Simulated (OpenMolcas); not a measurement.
Computed levels of 4s2 4p2 in ions with 32 electrons, in cm-1 above 3P0.

```
Program             : OpenMolcas 26.06
Method              : CASSCF
Basis               : ANO-RCC-VQZP
Scalar Hamiltonian  : DKH2, point nucleus
Spin-orbit coupling : RASSI with atomic mean-field integrals over the reference wave functions, term energies averaged over their components
```

Active space for each ion: 2 electrons in 3 orbitals (4p).

| Level | Ge | As+ | Se2+ | Kr4+ |
| --- | --- | --- | --- | --- |
| 3P1 | 465 | 886 | 1452 | 3166 |
| 3P2 | 1240 | 2253 | 3523 | 6966 |
| 1D2 | 9382 | 12470 | 15439 | 21909 |
| 1S0 | 21814 | 28375 | 34246 | 45602 |

Problem. Estimate 3P2, 1D2, 1S0 for Br3+ from its neighbours Se2+ and Kr4+.

Solution. 3P2 is fine structure, which grows about as the fourth power of a screened charge, so the fourth roots are averaged: ((3523^0.25 + 6966^0.25) / 2)^4 = 5026. The calculation gives 5083, so the estimate is off by -1.1 %.
1D2 is another term, which grows about linearly with the charge: (15439 + 21909) / 2 = 18674. The calculation gives 18534, so the estimate is off by +0.8 %.
1S0 is another term, which grows about linearly with the charge: (34246 + 45602) / 2 = 39924. The calculation gives 39902, so the estimate is off by +0.1 %.

With the s shell closed, the reference lacks s² → p² mixing. Without dynamic correlation excited terms often stand tens of per cent too high (terms of higher spin than the ground term too low), and those without a measured partner can miss by more than the paired ones (holds for Ge; As+). Only configurations of the active space appear.
